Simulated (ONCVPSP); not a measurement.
Before and after: ONCV potential for iridium (Ir)

Ir, optimised norm-conserving Vanderbilt (ONCV), made with ONCVPSP 4.0.1 (PBE, fully relativistic). Core [Kr] 4d10, reference 4f14 5s2 5p6 5d7 6s1.5 (charge +0.5). Waves: 5s+6s: rc 1.80 bohr, ncon 4, nbas 7, qcut 5 1/bohr, 3 projectors, debl 1.8 Ha; 5p: rc 1.25 bohr, ncon 3, nbas 6, qcut 7.1 1/bohr, 2 projectors, debl 3.6 Ha; 5d: rc 1.75 bohr, ncon 3, nbas 8, qcut 8.5 1/bohr, 2 projectors, debl 1.4 Ha; 4f: rc 0.65 bohr, ncon 4, nbas 9, qcut 26.5 1/bohr, 1 projector. Local part: polynomial inside 0.65 bohr (lpopt 5, dvloc0 0 Ha). Core correction: Teter function, fcfact 4.25, rcfact 1.4.

Open shells are filled in proportion to 2j + 1.

All-electron outer shells of the reference configuration (PBE, scalar-relativistic, ld1.x):

| shell | level (eV) | outermost node (bohr) | outermost maximum (bohr) |
| --- | --- | --- | --- |
| 4d | -294.99 | 0.21 | 0.42 |
| 5s | -102.00 | 0.50 | 0.89 |
| 4f | -66.19 | – | 0.39 |
| 5p | -58.73 | 0.54 | 1.01 |
| 5d | -11.11 | 0.59 | 1.29 |
| 6s | -9.85 | 1.17 | 2.35 |

Change: all radii but the core radius scaled by about 0.79 (s 1.42, p 0.98, d 1.38, f 0.52 bohr); local potential polynomial inside 0.52 bohr (lpopt 5, dvloc0 0 Ha).

Cutoffs: the cutoffs (Ha) at which the residual kinetic energy of the hardest occupied pseudo-wave falls to 1 and 0.1 mHa per electron; they do not see the model core or the augmentation charge, which bear on the density cutoff. Errors are all-electron minus pseudo energies relative to the spin-unpolarised reference configuration.

Q: How do hardness, ghosts and transferability respond?

A: The potential gets harder (304 Ha and 330 Ha → 590 Ha and 1270 Ha); both files keep a bound ghost (p, s); the lowest positive-energy flag moves from d5/2 at 181.3 eV to d5/2 at 24.0 eV; of the 4 tests that both files solve, the error grows in 0 and shrinks in 2 by more than 15 % and 0.3 meV (median size 0.6 → 0.5 meV). A smaller radius makes the pseudo-wave follow the all-electron one further in, where it bends more sharply, so more plane waves are needed.

| quantity | base | changed |
| --- | --- | --- |
| cutoff, loose | 304 Ha | 590 Ha |
| cutoff, tight | 330 Ha | 1270 Ha |
| loose cutoff by channel | s 12 Ha, p 38 Ha, d 19 Ha, f 304 Ha | s 57 Ha, p 108 Ha, d 18 Ha, f 590 Ha |
| bound ghosts | s, p3/2, p1/2 | s, p3/2, p1/2 |
| GHOST(+) flags under 300 eV | d5/2 at 181.3 eV, d3/2 at 217.8 eV | d5/2 at 24.0 eV, d3/2 at 48.1 eV |
| largest miss of a reference level, eV | 0.02 | 0.09 |
| error for 4f14 5s2 5p6 5d7 6s2, meV [ΔE -4.04 eV] | -0.6 | -0.5 |
| error for 4f14 5s2 5p6 5d7 6s1, meV [ΔE 5.85 eV] | -0.7 | -0.3 |
| error for 4f14 5s2 5p6 5d7 6s0, meV [ΔE 23.32 eV] | -9.1 | -5.3 |
| error for 4f14 5s2 5p6 5d7.5 6s1.5, meV [ΔE -4.33 eV] | -0.4 | -0.5 |
| rms error of d²Exc/dni dnj with the model core, mHa | 4.31 | 4.25 |

 A true bound ghost makes a file unfit for plane-wave use even where its test errors are small: the radial tests pick states by their node count and pass the ghost by.
